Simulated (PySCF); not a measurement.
## Relaxation of sextet FIrN

All numbers come from UPBE0 in PySCF with Ir def2-TZVP with ECP60, N def2-TZVP, F def2-TZVP; scalar-relativistic core potentials, no spin–orbit coupling; density-fitted integrals. A (50,194) grid was used.

A hand-made linear start, of C∞v symmetry, held to at least that symmetry:

```xyz
3
charge 0 multiplicity 6, angstrom
Ir    0.0000    0.0000   -0.0479
N     0.0000    0.0000   -1.7979
F     0.0000    0.0000    1.8121
```

Q: What does it relax to?

A: It ends at C∞v with Ir–F 1.908 Å, Ir–N 1.866 Å; F–Ir–N 180.0°. A frequency run shows 2 imaginary modes (one degenerate set), down to 109i cm⁻¹, so it is a higher-order saddle point. Other isomers or separated fragments may lie lower.

Q: How much energy is released, and in how many steps?

A: 24.6 kJ/mol in 4 steps.

Other spin states or occupations of the open shell can lie lower. At this level a doublet minimum of C∞v symmetry lies 351 kJ/mol below this structure. With an element this heavy the missing spin–orbit coupling can shift these numbers.

The relaxation took roughly 110 core-seconds on a shared host.
